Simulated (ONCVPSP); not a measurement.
# Before and after: ONCV potential for Pt

platinum, optimised norm-conserving Vanderbilt (ONCV), made with ONCVPSP 4.0.1 (PBEsol, non-relativistic). Core [Kr] 4d10 4f14, reference 5s2 5p6 5d9 6s1. Waves: 5s+6s: rc 1.85 bohr, ncon 4, nbas 7, qcut 5.6 1/bohr, 2 projectors; 5p: rc 1.85 bohr, ncon 3, nbas 6, qcut 6.7 1/bohr, local; 5d: rc 2.30 bohr, ncon 4, nbas 9, qcut 8 1/bohr, 1 projector. Local part: the p channel. Core correction: none.

Change: s: qcut 5.3; p: qcut 6.4; d: qcut 7.6.

Cutoffs: the cutoffs (Ha) at which the residual kinetic energy of the hardest occupied pseudo-wave falls to 1 and 0.1 mHa per electron; they do not see the model core or the augmentation charge, which bear on the density cutoff. Errors are all-electron minus pseudo energies relative to the spin-unpolarised reference configuration.

Predict the effect on cutoff, ghosts and configuration errors.

The potential gets neither clearly harder nor softer (18 Ha and 22 Ha → 18 Ha and 23 Ha); the errors of the 4 common tests hardly move; neither file shows a bound ghost.

```tsv
quantity	base	changed
cutoff, loose	18 Ha	18 Ha
cutoff, tight	22 Ha	23 Ha
loose cutoff by channel	s 12 Ha, p 14 Ha, d 18 Ha	s 11 Ha, p 14 Ha, d 18 Ha
bound ghosts	none	none
GHOST(+) flags under 300 eV	none	none
error for 5s2 5p6 5d9 6s0, meV [ΔE 7.19 eV]	-0.6	-0.5
error for 5s2 5p6 5d8 6s0, meV [ΔE 27.79 eV]	+34	+32
error for 5s2 5p6 5d7 6s0, meV [ΔE 60.91 eV]	+155	+148
error for 5s2 5p6 5d9 6s0.5, meV [ΔE 2.81 eV]	-0.1	-0.1
s: phases at 1.88 bohr within 0.05 rad from the reference energy up to (Ha; the scan ends near 5)	4.0	4.0
p: phases at 1.88 bohr within 0.05 rad from the reference energy up to (Ha; the scan ends near 5)	-0.4	-0.4
d: phases at 2.34 bohr within 0.05 rad from the reference energy up to (Ha; the scan ends near 5)	0.5	0.6
```
